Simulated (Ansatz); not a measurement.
Ansatz (a first-principles code) input for Zn(OH)(OSiH3) (H₄O₂SiZn), SMILES [OH][Zn][O][SiH3], PBE/def2-SVPD. Coordinates come from a PBE0-D3(BJ)/def2-SVP optimisation. The structure was generated by enumeration; whether it is a known compound was not checked. One conformer was computed; it need not be the lowest.

Ansatz 0.2 input:
```yaml
crystal:
  periodic: [false, false, false]
  atoms:
    - {symbol: Zn, position_ang: [0.41060501, 0.13579574, 0.71996475]}
    - {symbol: O, position_ang: [0.83283754, 0.75649913, 2.31482981]}
    - {symbol: H, position_ang: [1.65788476, 1.25096441, 2.34579725]}
    - {symbol: O, position_ang: [-0.05530142, -0.59288828, -0.81389874]}
    - {symbol: Si, position_ang: [-1.12601707, -0.40084812, -2.04255743]}
    - {symbol: H, position_ang: [-2.54642506, -0.52868966, -1.57502291]}
    - {symbol: H, position_ang: [-0.88803200, -1.44040879, -3.08968286]}
    - {symbol: H, position_ang: [-0.99762812, 0.94724857, -2.69167873]}
basis:
  gaussian:
    orbitals: def2-SVPD
hamiltonian:
  xc: {name: PBE}
```

Log of the run:

```
WARN ansatz: RAYON_NUM_THREADS=1 ignored (pool sized by the plan → 1); use --threads N
Functional definition: PBE
integrals: 0.07 GiB planned
1233 factors; their error is unknown
mean field: 0.44 GiB planned
mean field evaluation 1: about -60411.9977 eV, gradient 1.1e2 eV
mean field evaluation 2: about -60260.9412 eV, gradient 2.6e2 eV
mean field evaluation 4: about -60428.8817 eV, gradient 3.8e1 eV
mean field evaluation 8: about -60430.5981 eV, gradient 9.7e-2 eV
mean field evaluation 16: about -60430.5527 eV, gradient 5.1e-5 eV
mean field -60430.55272495 eV, -2220.7818513421 hartree, gradient 5.1e-5 eV, S^2 0.000000; 0 other end points of the search recorded, 0 dependent functions left out
reference -60430.55277941 eV, -2220.7818533436 hartree; 32, 32 occupied and 104, 104 virtual orbitals, 1233 factors
Total energy: -60430.55277941 eV, -2220.7818533436 hartree
```

Self-consistency was reached.
